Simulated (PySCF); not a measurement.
**Excitation energy of Pt⁺ by level of theory**

Pt⁺ [Xe] 4f14 5d9 (2D) → Pt⁺ [Xe] 4f14 5d8 6s1 (4F), as a difference of total energies. Calculation: PySCF 2.14, in x2c-TZVPPall; the spin-free X2C one-electron Hamiltonian (Gaussian nucleus). Correlated levels: valence and next inner shell: [Kr] 4d10 4f14 frozen. The calculations carry no spin-orbit coupling.

| method | excitation energy (eV) |
| --- | --- |
| UHF | 0.295 |
| MP2 (valence and next inner shell) | 0.820 |
| SCS-MP2 (valence and next inner shell) | 0.909 |
| CCSD (valence and next inner shell) | 0.733 |
| CCSD(T) (valence and next inner shell) | 0.797 |

**Question.** How much does correlation contribute at CCSD(T) (valence and next inner shell)?

**Answer.** 0.797 − (0.295) = 0.502 eV, measured against UHF.

A first-order spin-orbit estimate (lowest level to lowest level, LS coupling) adds -0.315 eV.

The basis was made for the ground configuration and has no added diffuse functions, so the excitation energy can come out too high.
